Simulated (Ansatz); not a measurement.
Born–Oppenheimer molecular dynamics of B$_{2}$H$_{5}$NO (9 atoms, charge 0, multiplicity 1). It starts from a relaxed structure.

Theory: RKS PBE0-D4/def2-SVP (Ansatz 0.2.0).

```json
{
  "ensemble": "NVT, Nosé–Hoover chain",
  "time step": "0.5 fs",
  "steps asked": "150",
  "set temperature": "1000 K",
  "thermostat": "time constant 100 fs, chain length 3 (defaults)",
  "seed": "819984"
}
```

First frame:

```xyz
9
Properties=species:S:1:pos:R:3
B 0.105 1.255 -0.637
B -0.134 -0.187 0.277
N 0.531 -1.367 -0.098
O -0.971 -0.262 1.367
H 0.981 1.352 -1.471
H -0.594 2.240 -0.504
H 1.183 -1.404 -0.867
H 0.397 -2.249 0.382
H -1.409 0.575 1.534
```

How far do the bonds stretch over the last three quarters of this one trajectory? (Pairs bonded in most of those frames.)


```tsv
bond	mean (Å)	spread (Å)	shortest	longest
B1–B2	1.716	0.040	1.65	1.77
B1–H5	1.223	0.048	1.14	1.29
B1–H6	1.227	0.031	1.16	1.28
B2–N3	1.417	0.020	1.37	1.45
B2–O4	1.398	0.028	1.35	1.45
N3–H7	1.013	0.023	0.98	1.05
N3–H8	1.019	0.015	0.99	1.05
O4–H9	0.963	0.006	0.95	0.97
```

Mean temperature of the second half: 540 K. The conserved energy stayed within 0.27 meV per atom of its start (net change 0.16 meV per atom), so the integration is sound. The mean temperature of the second half is 46 % below the set value. A run of 0.075 ps of so small a system gives no equilibrium averages.

Time of the run: 7.9 min on 1 thread of Arm Neoverse N1, with other jobs on the host, peak memory 0.13 GiB.
